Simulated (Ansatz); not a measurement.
`C[NH][Al]([OH])[SH]` + `C[SiH2]O` → `CO[SiH2]C` + `[NH2][Al]([OH])[SH]`  (substitution at a C–N bond)

Isolated molecules relaxed with PBE0-D4/def2-TZVP in Ansatz; ΔE leaves out vibrations. CCSD(T)/CBS adds triple-zeta CCSD(T) − MP2 to the extrapolated MP2 energy (def2 sets, frozen cores). This one scheme is used for every species. DFT in def2-TZVPP. Each species was taken in one conformer, which may not be the lowest.

`C[NH][Al]([OH])[SH]`:

```xyz
11

C     0.029    1.915    0.066
N    -0.727    0.682    0.027
Al   -0.111   -0.963   -0.033
O    -1.228   -2.233   -0.072
S     2.059   -1.249   -0.052
H    -0.166    2.496    0.976
H     1.101    1.701    0.049
H    -0.181    2.561   -0.795
H    -1.723    0.839    0.038
H    -1.011   -3.161   -0.103
H     1.960   -2.588   -0.101
```

`C[SiH2]O`:

```xyz
9

C    -0.039    0.550   -1.036
Si    0.420   -0.245    0.586
O    -0.878   -0.436    1.589
H     0.854    0.699   -1.650
H    -0.508    1.523   -0.875
H    -0.732   -0.075   -1.605
H     1.364    0.616    1.340
H     1.065   -1.562    0.313
H    -1.547   -1.072    1.336
```

`CO[SiH2]C`:

```xyz
12

C     1.565    0.413   -0.993
O     0.199    0.736   -1.068
Si   -0.977   -0.186   -0.379
C    -0.884   -0.190    1.483
H     2.114    1.078   -1.662
H     1.755   -0.622   -1.304
H     1.957    0.548    0.022
H    -0.856   -1.591   -0.872
H    -2.259    0.400   -0.843
H     0.054   -0.625    1.837
H    -1.703   -0.786    1.897
H    -0.966    0.823    1.883
```

`[NH2][Al]([OH])[SH]`:

Z-matrix (Å, degrees):
```
N
Al 1 1.761
H 1 1.006 2 125.7
H 1 1.007 2 124.1 3 -180.0
O 2 1.693 1 123.7 3 -0.0
S 2 2.178 1 119.4 3 -179.9
H 5 0.955 2 125.1 1 0.1
H 6 1.344 2 91.5 1 179.9
```

| level | ΔE (eV) |
| --- | --- |
| PBE | 0.13 |
| SCS-MP2/def2-QZVPP | 0.13 |

**Question.** What does CCSD(T)/CBS give? (Estimate.)

**Answer.** Ansatz gave: +0.12 eV. The listed levels differ from it by 0.01, 0.01 eV.

**Question.** What do rigid-rotor, harmonic-oscillator terms from PBE0-D4/def2-TZVP frequencies (298.15 K, 1 bar) make of the CCSD(T)/CBS value? (Estimate.)

**Answer.** Ansatz gave: ΔZPE = -0.01 eV, ΔH = +0.12 eV, ΔS = 1 J/(mol·K), ΔG = +0.12 eV.

Largest T1 diagnostic among the species: 0.011.

Leaving LDA and LC-ωPBE aside and taking each functional with its dispersion term where it has one, the values, not all of them listed here, spread over 0.05 eV, from BHLYP-D4 to PBE-QIDH. In def2-TZVPP, CCSD(T) changes the Hartree–Fock value by +0.08 eV (the triples alone add +0.01 eV) and MP2 by +0.10 eV.
